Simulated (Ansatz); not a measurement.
Cartesian coordinates in Å:
```
Al -0.6731 -0.7892 1.7377
Si -0.6103 1.2049 0.4037
C -0.2563 0.8045 -1.4208
Si 0.7995 -0.4903 -0.5699
H -0.0240 -0.6251 3.1744
H -1.6438 -1.9761 1.3325
H 0.5684 2.0533 0.7887
H 0.2651 1.5783 -1.9777
H -1.0942 0.3918 -1.9774
H 0.4078 -1.8837 -0.8961
H 2.2610 -0.2685 -0.5950
```

The species carries charge 0 and has multiplicity 1.

Q: List the ωB97M-V/def2-TZVPP orbital energies in eV (Ansatz 0.2.0). (An estimate is asked.)

A: Computed: Occupied: -1807.20, -1806.94, -1531.91, -281.52, -148.30, -148.03, -116.52, -102.43, -102.40, -102.40, -102.21, -102.10, -102.06, -76.15, -76.04, -75.98, -22.85, -17.84, -16.38, -14.92, -13.79, -12.83, -12.29, -10.99, -10.50, -9.98, -8.59. Lowest empty: -0.26, 1.25, 1.30, 2.06, 2.46, 2.61, 2.80, 3.33.
